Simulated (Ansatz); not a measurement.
A made-up structure of MgZnH2O, closed shell:

```xyz
5
angstrom
Mg 0.0491 0.0190 -0.0040
O -1.5935 -0.6645 0.1770
Zn 1.6521 0.6885 -0.1830
H -2.4845 -1.0353 0.2751
H 3.0426 1.2694 -0.3384
```

It is relaxed with PBE-D4/def2-SVP and then PBE0-D4/def2-TZVP (Ansatz 0.2.0). Atoms count as bonded within 1.22 times the sum of their covalent radii (H–H: 0.88 Å). The end point is not checked to be a true minimum.

(1) Does its bonding change? (A judgement: the text doesn't fix the answer.)

Answers

(1) The calculation gives: No: no bond forms or breaks.

Where it ends: The first stage lowers the energy by 4.51 eV in 6 steps. It ends as MgZnH₂O ([OH][Mg][ZnH]):
Mg1  (-0.294, -0.122, 0.032)
O2  (-1.916, -0.799, 0.213)
Zn3  (2.104, 0.877, -0.233)
H4  (-2.785, -1.162, 0.310)
H5  (3.557, 1.482, -0.394)
(Å)

Labels in which every atom is bracketed show which atoms are joined, not bond orders.

For scale, one of the runs: PBE0-D4/def2-TZVP relaxation, 123 basis functions, launched by `ansatz run in.yaml --threads 2 --pin off --events-out ev --progress --plain --max-ram 4352MiB`. Hardware: 2 CPU threads of an Arm Neoverse V2, shared host. Wall time about 12 s.
